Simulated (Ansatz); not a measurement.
Reaction (ligand exchange at the In–C bond): `O[C]1([InH2])CC1` + `C[SeH]` → `C[Se][InH2]` + `OC1CC1`

Isolated molecules relaxed with PBE0-D4/def2-TZVP in Ansatz; ΔE leaves out vibrations. CCSD(T)/CBS is the MP2 limit (def2-TZVPP, def2-QZVPP) plus CCSD(T) − MP2 in def2-TZVPP, frozen cores. Functionals use def2-TZVPP. Elements past krypton have def2 core potentials. For In, Se outer-core shells are correlated without core-valence functions, which leaves a few kJ/mol of doubt a bond. Scalar relativity is left out up to krypton. One conformer a species, not always the lowest.

`O[C]1([InH2])CC1`:

Z-matrix (Å, degrees):
```
C
In 1 2.147
C 1 1.506 2 119.9
O 1 1.405 2 112.0 3 -144.8
C 1 1.506 2 120.0 3 70.2
H 2 1.732 1 115.0 3 -35.3
H 2 1.719 1 122.6 3 144.7
H 3 1.084 1 120.4 2 1.0
H 3 1.086 1 116.2 2 -142.9
H 4 0.964 1 109.1 2 -179.8
H 5 1.086 1 116.2 2 143.1
H 5 1.084 1 120.4 2 -0.9
```

`C[SeH]`:

```xyz
6

C     0.081    0.494   -0.218
Se   -0.988   -0.955    0.528
H     0.796    0.859    0.515
H    -0.622    1.289   -0.463
H     0.586    0.169   -1.125
H     0.148   -1.856    0.763
```

`C[Se][InH2]`:

Z-matrix (Å, degrees):
```
C
Se 1 1.963
H 1 1.088 2 110.8
H 1 1.088 2 108.3 3 -120.4
H 1 1.088 2 108.4 3 120.4
In 2 2.492 1 100.1 3 -0.6
H 6 1.719 2 113.9 1 0.1
H 6 1.712 2 117.1 1 -179.9
```

`OC1CC1`:

Z-matrix (Å, degrees):
```
C
C 1 1.496
C 1 1.484 2 60.7
O 1 1.393 2 119.4 3 105.2
H 1 1.088 2 117.6 3 -107.8
H 2 1.083 1 118.7 3 108.3
H 2 1.083 1 116.7 3 -106.7
H 3 1.083 1 115.9 2 107.5
H 3 1.082 1 118.7 2 -108.7
H 4 0.961 1 108.2 2 74.9
```

```json
{"level": "r2SCAN-D4", "ΔE (kJ/mol)": "-156.8"}
{"level": "ωB97X-V", "ΔE (kJ/mol)": "-149.7"}
{"level": "HF/def2-TZVPP", "ΔE (kJ/mol)": "-170.7"}
{"level": "SCS-MP2/def2-QZVPP", "ΔE (kJ/mol)": "-149.9"}
```

Task: What does CCSD(T)/CBS give? (Best estimate.)

Result: The calculation gave: -151.6 kJ/mol. The listed levels differ from it by -5.2, 1.9, -19.1, 1.7 kJ/mol.

Largest T1 diagnostic among the species: 0.013.

Leaving LDA and LC-ωPBE aside and taking each functional with its dispersion term where it has one, the values, not all of them listed here, spread over 14.5 kJ/mol, from BHLYP-D4 to revPBE-D4. From r2SCAN to r2SCAN0 (25 % exact exchange), in def2-TZVPP and without D4, ΔE moves by −3.8 kJ/mol. In def2-TZVPP, CCSD(T) changes the Hartree–Fock value by +23.9 kJ/mol (the triples alone add +2.2 kJ/mol) and MP2 by +22.4 kJ/mol.

CCSD(T)/CBS has its own doubt, a few kJ/mol and more with outer-core shells, so smaller differences from it don't rank the levels.
